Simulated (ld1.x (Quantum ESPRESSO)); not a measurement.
# Varying the ultrasoft potential for Ti

Base potential:

titanium (Ti), ultrasoft, made with ld1.x (Quantum ESPRESSO) 7.5 (BP86, scalar-relativistic). Core [Ar], reference 3d2 4s1.75 4p0 (charge +0.25). Waves: 4s (bound): rcut 3.10, rcutus 3.30 bohr; 4s channel at 0.3 Ry: rcut 3.10, rcutus 3.30 bohr; 4p (bound, empty): rcut 2.35, rcutus 3.30 bohr; 4p channel at 0.25 Ry: rcut 2.35, rcutus 3.30 bohr; 3d (bound): rcut 1.15, rcutus 1.30 bohr; 3d channel at 0.4 Ry: rcut 1.15, rcutus 1.30 bohr. Local part: all-electron potential smoothed inside 3.15 bohr (lloc = -1). Core correction: a·sin(br)/r model core inside 1.00 bohr. Augmentation charge: PSQ, inside the norm-conserving radii.

Cutoffs, loose and tight: the cutoffs (Ry, on a coarse ladder) from which the occupation-weighted sum of valence levels, in a spherical-Bessel basis at the reference potential, stays within 10 and 1 mRy of its value at 400 Ry. They do not see the model core or the augmentation charge, which bear on the density cutoff. Test errors are all-electron minus pseudo excitation energies from the reference, over the configurations 3d2 4s2 4p0; 3d2 4s1 4p0; 3d2 4s0 4p0; 3d1 4s2 4p1; 3d2 4s0 4p2; 3d3 4s0 4p0; 3d2 4s1.5 4p0. A dash means not determined; rows that change the core or the reference have their own tests. The largest error is taken over the tests solved by every variant that gives reliable tests at all: 3d2 4s0 4p0; 3d2 4s0 4p2; 3d2 4s1 4p0; 3d2 4s1.5 4p0; 3d2 4s2 4p0; 3d3 4s0 4p0.

A true bound ghost makes a file unfit for plane-wave use even where its test errors are small: the radial tests pick states by their node count and pass the ghost by. Where a test does run into it, the solver fails or the error is huge.

| change | outcome | cutoff, loose | cutoff, tight | bound ghosts | largest test error (meV) |
| --- | --- | --- | --- | --- | --- |
| base | generated | 55 Ry | 90 Ry | none | -261 |
| waves 3d (bound): rcut 1.15, rcutus 1.64 bohr; 3d channel at 0.4 Ry: rcut 1.15, rcutus 1.64 bohr | generated | 35 Ry | 50 Ry | none | -245 |
| augmentation PSQ, radius 1.25 bohr | generated | 55 Ry | 90 Ry | none | -156 |
| waves 4p (bound): rcut 2.35, rcutus 2.94 bohr; 4p channel at 0.25 Ry: rcut 2.35, rcutus 2.94 bohr | generated | 55 Ry | 90 Ry | none | -261 |
| local potential all-electron potential smoothed inside 3.10 bohr (lloc = -1) | generated | 55 Ry | 90 Ry | none | -261 |
| local potential all-electron potential smoothed inside 1.45 bohr (lloc = -1) | generated | 55 Ry | 90 Ry | s | -256 |
| type PAW; local potential all-electron potential smoothed inside 1.05 bohr (lloc = -2) | generated | 55 Ry | 80 Ry | s | -146 |
